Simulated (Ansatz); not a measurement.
Cartesian coordinates in Å:
```
Si -1.2078 1.2660 -0.2310
O -0.0971 0.0925 -0.0146
Al 1.1232 -1.0222 -0.2466
S 1.8180 -2.2569 1.3858
Br 2.0738 -1.2673 -2.2592
H -0.6203 2.3964 -0.9962
H -2.3748 0.7258 -0.9755
H -1.6618 1.7597 1.0946
H 0.9467 -1.6939 2.2427
```

The species carries charge 0 and has multiplicity 1.

Question: List the r2SCAN/def2-TZVPP orbital energies in eV (the Gaussian-basis code of Ansatz). (Best estimate.)

Answer: Ansatz gave: Occupied: -13122.00, -2409.36, -1791.60, -1695.23, -1525.97, -1525.94, -1525.93, -1518.51, -515.94, -234.88, -213.81, -175.06, -174.94, -174.92, -157.88, -157.78, -157.71, -141.97, -111.93, -96.87, -96.81, -96.81, -72.24, -72.09, -72.04, -68.91, -68.88, -68.86, -68.77, -68.77, -25.90, -20.10, -19.04, -14.39, -11.65, -11.03, -10.09, -10.06, -9.68, -8.62, -8.25, -7.97, -7.94, -7.75, -7.13. Lowest empty: -1.42, -1.01, -0.28, 0.13, 1.30, 1.35, 1.47, 1.64.
